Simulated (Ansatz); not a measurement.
Relaxation of FH4NOSi (8 atoms, charge 0, multiplicity 1), to a largest force component of 0.03 eV/Å in at most 50 steps.

Level of theory: RKS PBE0-D4/def2-SVP (Ansatz 0.2.0).

```xyz
8
Properties=species:S:1:pos:R:3
Si -0.743 0.325 0.581
H 1.661 -0.388 1.483
O 2.086 -0.163 0.625
H 1.714 -0.830 0.028
N -1.048 1.456 -0.667
H -0.949 1.249 -1.659
H -1.271 2.428 -0.483
F -0.463 -1.005 -0.382
```

Task: Where does it end, and by what steps?

Result: It converged. After 12 steps the energy has fallen by 0.134 eV; O3 moved furthest, 0.54 Å.

```
step  energy less start (eV)  largest force component (eV/Å)  accepted
   0                  0.0000                           0.711       yes
   1                  0.0571                           2.407        no
   2                 -0.0376                           0.591       yes
   3                 -0.0597                           0.946       yes
   4                 -0.0532                           1.709        no
   5                 -0.0818                           0.782       yes
   6                 -0.1051                           0.413       yes
   7                 -0.1252                           0.255       yes
   8                 -0.1244                           0.510        no
   9                 -0.1318                           0.146       yes
  10                 -0.1332                           0.061       yes
  11                 -0.1302                           0.069        no
  12                 -0.1342                           0.024       yes
```

```xyz
8
Properties=species:S:1:pos:R:3
Si -0.735 0.223 0.621
H 1.877 -0.300 1.409
O 1.592 0.029 0.547
H 1.519 -0.761 -0.011
N -0.909 1.394 -0.627
H -0.700 1.238 -1.609
H -1.158 2.356 -0.428
F -0.499 -1.109 -0.377
```

Whether the end is a true minimum wasn't checked by a vibrational analysis.

The run took 41 s on 1 thread of Arm Neoverse V1 (shared host), peak memory 0.15 GiB.
